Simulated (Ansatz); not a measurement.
Species: H4BPO, charge 0, singlet. H4BPO (SMILES OBP).
B3LYP-D3(BJ)/def2-TZVP minimum from Ansatz (a quantum-chemistry and plane-wave program):
```xyz
7

B     -0.0584    -0.7320     0.4794
H     -0.8307    -1.3011     1.1891
O      1.1635    -1.2990     0.3454
H      1.7725    -0.8312    -0.2367
P     -0.5533     0.9796    -0.2568
H     -1.8083     0.5831    -0.7742
H      0.1494     0.9065    -1.4869
```

Wanted: atomisation energy (electronic, to ground-state atoms), in kcal/mol. Open shells are spin-unrestricted; no spin-orbit coupling. CBS(X,Y): correlation extrapolated as X^-3, Hartree-Fock from the larger set. A bracket is a step between two methods taken in the basis named. The functionals are non-relativistic, so their misses hold any scalar relativity. Double hybrids freeze cores in their MP2 part. 'core' is core correlation in cc-pwCVTZ (1s frozen past Ne), 'X2C' scalar relativity in cc-pVTZ-DK, both at CCSD(T). Where a partner has so few electrons that a lower coupled-cluster level is exact, that level stands in.

CCSD(T)/CBS(cc-pV(T+d)Z,cc-pV(Q+d)Z) + [CCSDT(Q) - CCSD(T)]/cc-pV(D+d)Z + core + X2C (Ansatz) gives 567.5 kcal/mol.

Question: How far off this value is PBE/def2-TZVPD (Ansatz), in which direction, and which of these levels come nearer: r2SCAN/def2-TZVPD, B3LYP/def2-TZVPD, wB97M-V/def2-TZVPD, B2PLYP/def2-TZVPD, CCSD(T)/CBS(cc-pV(T+d)Z,cc-pV(Q+d)Z) + core + X2C?

Answer: PBE gives 573.2 kcal/mol, 5.7 kcal/mol above it. Differences of the others: r2SCAN/def2-TZVPD (Ansatz) 0.5; B3LYP/def2-TZVPD (Ansatz) -1.9; wB97M-V/def2-TZVPD (Ansatz) 3.3; B2PLYP/def2-TZVPD (Ansatz) -7.9; CCSD(T)/CBS(cc-pV(T+d)Z,cc-pV(Q+d)Z) + core + X2C (Ansatz) -0.7 kcal/mol. Nearer than PBE: r2SCAN/def2-TZVPD, B3LYP/def2-TZVPD, wB97M-V/def2-TZVPD, CCSD(T)/CBS(cc-pV(T+d)Z,cc-pV(Q+d)Z) + core + X2C.
